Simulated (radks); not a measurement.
The numbers below are computed, except where a source is named.
Numerical settings for neutral calcium, [Ar] 4s2. Code: a radial shooting solver on a logarithmic mesh with Libxc functionals. Model: Dirac Kohn-Sham, PBE, spin-unpolarised, spherical densities, point nucleus. The defaults (mesh step 0.008 in ln r, mesh end at 40 bohr or more with all orbitals vanishing there, Anderson mixing 0.5 over 9 steps, residual threshold near 1e-9 with the energy settled to 1e-9 hartree or 1e-11 of itself, here a cap of 84 iterations) give E = -680.3297 hartree and 4s1/2 at -3.766 eV in 14 iterations. Run on one thread of a shared host, so times are rough (Arm Neoverse N1): 0.11 s of CPU time, 0.11 s wall, 14 iterations on 2669 mesh points. Changes against that run (0 stands for a change within the tolerance of the run):

| setting | iterations | converged | E (mhartree) | e(4s1/2) (meV) | CPU (s) |
|---|---|---|---|---|---|
| mesh step in ln r 0.05 | 14 | yes | -0.00329 | 0 | 0.03 |
| mesh step in ln r 0.005 | 14 | yes | 0 | 0 | 0.16 |
| mesh step in ln r 0.02 | 14 | yes | 0 | 0 | 0.05 |
| mesh end (bohr) 400 | 14 | yes | 0 | 0 | 0.11 |
| mesh end (bohr) 12 | 14 | yes | +0.329 | +24.3 | 0.1 |
| residual threshold 0.1 | 8 | yes | 0 | -0.081 | 0.07 |
| residual threshold 1e-16 | 84 | no | 0 | 0 | 0.35 |
| mixing 1 | 11 | yes | 0 | 0 | 0.09 |
| linear mixing, mixing 0.2 | 84 | no | 0 | 0 | 0.42 |
| linear mixing, mixing 0.8 | 21 | yes | 0 | 0 | 0.14 |
| mixing history 20 | 16 | yes | 0 | 0 | 0.12 |
| iteration cap 5 | 5 | no | +0.000324 | +5.46 | 0.04 |

No run marked as converged misses the energy by more than 1 mhartree. A mesh that ends early acts as a hard wall.
